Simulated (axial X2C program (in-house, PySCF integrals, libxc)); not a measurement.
**CI⁺: from the spin-free to the two-component result**

Computed with an in-house all-electron X2C program for linear molecules (integrals from PySCF). Spin-free means the one-electron spin-free X2C Hamiltonian; two-component (2c) means X2C with spin–orbit coupling and atomic mean-field two-electron Coulomb and Gaunt terms, so the difference of the two also holds small scalar two-electron terms. Basis: I dyall-v3z [11s12p8d1f], C dyall-v3z [7s6p2d1f] (cores contracted in-house); Gaussian nuclei, density fitting, unrestricted open shells. Masses: I 126.904 u, C 12.000 u.

Spin-free state: M_S = 0, Λ = 0 (closed shell); fragments I+ + C.

```csv
level,Re (Å),ωe (cm⁻¹),De (eV),μ (D)
PBE0,1.907,854.2,4.961,0.10
TPSS,1.930,805.5,5.314,0.16
PBE50,1.888,893.8,4.361,0.15
```

Dipoles are positive if C is the positive end and refer to the centre of mass.

Two-component determinant lowest at the distance of the search:

Ω = 0 (closed shell); fragments I+ + C.

```json
{"level": "PBE0", "Re (Å)": "1.911", "ωe (cm⁻¹)": "844.9", "De (eV)": "4.558", "μ (D)": "0.08"}
{"level": "TPSS", "Re (Å)": "1.933", "ωe (cm⁻¹)": "798.2", "De (eV)": "4.975", "μ (D)": "0.15"}
{"level": "PBE50", "Re (Å)": "1.892", "ωe (cm⁻¹)": "883.8", "De (eV)": "3.965", "μ (D)": "0.13"}
```

Problem. From the two tables, how do the constants change at the PBE0 level (2c against spin-free)?

Solution. At the PBE0 level Re goes up by 0.004 Å and ωe falls by 9.3 cm⁻¹; De is not compared, since the atomic limits differ or miss part of their spin–orbit lowering.

Occupations by symmetry block were frozen at the best pattern of an incomplete PBE0 search. The closed shell is kept restricted, so the energy runs too high when the bond is stretched far. De is counted from the lowest determinant-based energies of the atoms at the same level, without counterpoise correction. The 2c atoms are single determinants rather than J levels; their spin–orbit lowering is only partly caught, and De is too large by that part. This holds for PBE0, TPSS, PBE50. The functionals have no current-density term, which raises determinants with orbital currents, atoms included.
